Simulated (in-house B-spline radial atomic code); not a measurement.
S⁺. Computed with a B-spline radial atomic code. Model: all-electron spherical atom, spin shells full or empty, radial basis limit, no spin-orbit coupling, Breit or QED, empty-state partial waves extrapolated as (l+1/2)^-4, RPA, G0W0 and static COHSEX of the highest shell as one setting changes (uncorrelated shells keep exact exchange).

Given: element S; charge 1; filled core Ne; hamiltonian non-relativistic; mean-field start Hartree-Fock; highest l of empty states 9; highest mean-field shell 3p up.

Shell: 3s 1 1, 3p 3 0 (electrons up and down).

```csv
lowest nl shells left uncorrelated,RPA correlation energy (hartree),G0W0 level (eV),G0W0 minus most complete (meV),COHSEX level (eV),linearised minus solved G0W0 (meV)
0,-0.76547,-23.786,0,-25.347,-0.1
1,-0.64108,-23.781,5.3,-25.343,-0.1
2,?,?,?,?,?
3,?,?,?,?,?
4,-0.057178,-23.845,-58.5,-24.925,-0.1
```

Q: What follows for lowest nl shells left uncorrelated = 2?

A: RPA correlation energy -0.50282 hartree; G0W0 level -23.771 eV; G0W0 minus most complete 14.8 meV; COHSEX level -25.321 eV; linearised minus solved G0W0 -0.1 meV.

Q: What follows for lowest nl shells left uncorrelated = 3?

A: RPA correlation energy -0.15943 hartree; G0W0 level -23.676 eV; G0W0 minus most complete 110.5 meV; COHSEX level -25.119 eV; linearised minus solved G0W0 0 meV.
